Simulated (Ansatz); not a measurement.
Ideal-gas functions of CH4InN (`C=[N][InH2]`) at 600 K and 1 bar, from an Ansatz frequency run at PBE0-D4/def2-TZVP.

Molar mass 144.87 g/mol, point group Cs (symmetry number 1), electronic degeneracy 1, moments of inertia 12.703, 146.928, 159.631 u Å². Harmonic wavenumbers (cm⁻¹, unscaled): 99, 200, 380, 397, 500, 563, 573, 1117, 1210, 1510, 1721, 1785, 1852, 2907, 2989.

Use S(trans) = R[1.5 ln M + 2.5 ln T − 1.1517]; rotational temperatures θ = 24.2544 K / I; S(rot) = R[ln(√π/σ · √(T³/θAθBθC)) + 1.5]; for each mode x = 1.438777 ν̃/T, S = R[x/(eˣ − 1) − ln(1 − e⁻ˣ)] and H = RT x/(eˣ − 1); 1 cm⁻¹ = 0.0119627 kJ/mol; R = 8.31446 J/(mol·K).

Q: By hand: the entropy, in J/(mol·K).

A: Translation 185.4. Rotation: θ = 1.9093, 0.1651, 0.1519 K, giving 109.6. Vibration, mode by mode: 20.29, 14.50, 9.37, 9.03, 7.29, 6.42, 6.30, 2.23, 1.87, 1.05, 0.70, 0.62, 0.54, 0.06, 0.05, in all 80.3. Electronic 0.0. Sum 375.3 J/(mol·K).

Q: By hand: H − E and G − E in kJ/mol, counted from the electronic energy.

A: Zero-point energy ½ × 17803 × 0.0119627 = 106.5; thermal vibration 24.9; translation, rotation and pV give 4 RT = 20.0. H − E = 151.4 kJ/mol, and G − E = 151.4 − 600 × 375.3/1000 = -73.8 kJ/mol.

Vibration gives 21 % of the entropy, 20.3 J/(mol·K) of it from the mode under 150 cm⁻¹: soft modes count most, and the harmonic formula is weakest for them.
